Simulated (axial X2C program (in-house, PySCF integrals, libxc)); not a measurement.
## Nuclear properties of CuCN

Calculated with an in-house all-electron X2C program for linear molecules (integrals from PySCF): two-component X2C with atomic mean-field Coulomb and Gaunt terms, Gaussian nuclei, basis Cu dyall-v3z, C dyall-v3z, N dyall-av3z with contracted cores.

Cu–C–N held linear, with bonds 1.818 and 1.158 Å (near the PBE0 minimum at charge 0 of the determinant lowest at the starting distance; the state shown can have its own minimum elsewhere, held linear; other orders of the atoms were not compared).

Determinant lowest in the PBE0 search, Ω = 0 (closed shell), highest spinor 51% Cu d, 18% Cu s, 11% N p:

```
level  qzz Cu (a.u.)  qzz C (a.u.)  qzz N (a.u.)  μ (D)
 PBE0           0.01         -0.48         -1.06  -7.03
   HF          -1.19         -0.67         -1.28  -8.16
TPSSh           0.20         -0.45         -1.02  -6.85
```

Determinant 2.44 eV from it at PBE0 and this distance, Ω = 1 (⟨Sz⟩ = 0.99, ⟨Lz⟩ = 0.01 at PBE0), spin on the atoms Cu 0.91, C 0.11, N -0.03:

```csv
level,Eeff magnitude (GV/cm),Ws magnitude Cu (kHz),A∥/gI Cu (MHz),qzz Cu (a.u.),A∥/gI C (MHz),qzz C (a.u.),A∥/gI N (MHz),qzz N (a.u.),μ (D)
PBE0,1.44,0.669,2000,1.04,94.9,-0.51,13,-1.11,-3.26
HF,1.7,0.758,1570,1.08,58.2,-0.67,8.47,-1.37,-3.96
TPSSh,1.34,0.629,2080,0.82,95.1,-0.46,16.9,-0.98,-2.82
```

Eeff is the effective electric field on the electron electric dipole moment in this Ω state and Ws the scalar–pseudoscalar constant of the nucleus named (defined with the proton number Z and per Ω); A∥ (defined per Ω) follows by multiplying with gI = μI/(I μN); qzz is the electric field gradient, eQq0 = 234.96 MHz × Q/barn × qzz; μ is positive if the N end (last atom) is positive. The operators were transformed with the bare-nucleus X2C matrices; with these basis sets, hyperfine constants and field gradients can be off by tens of per cent, and where levels differ in sign neither size nor sign is settled.

Problem. With Q(14N) = 0.02044 barn (Q from Pyykkö, Mol. Phys. 2018), turn the PBE0 values of the first state into constants in MHz.

Solution. eQq0(14N) = 234.96 × (0.02044) × (-1.06) = -5.09 MHz.

The molecule was held linear; bending was not examined, so a bent shape may lie lower.

Each state is one determinant with collinear spin, which with several unpaired electrons need not be a pure state. Unrestricted Hartree–Fock can overshoot spin polarisation at the nuclei. A closed determinant beside an open π² or δ² triplet, such as (π1/2)², mixes with its partner pair into the 0⁺ component of the triplet and ¹Σ⁺, so its energy is not that of a level, and 0⁺ can lie lowest. With several open shells hyperfine constants can be off by a factor of several. Open-shell Ω = 0 determinants with evenly filled partner blocks cannot be reached by this program, so the Ω shown need not be the lowest component. The search compared states at one distance, so a state with another bond length can lie lower. Where a field gradient or hyperfine factor spreads by more than a factor of two over the levels, a constant derived from it is not to be relied on. PBE0 term energies can be off by some tenths of an eV.
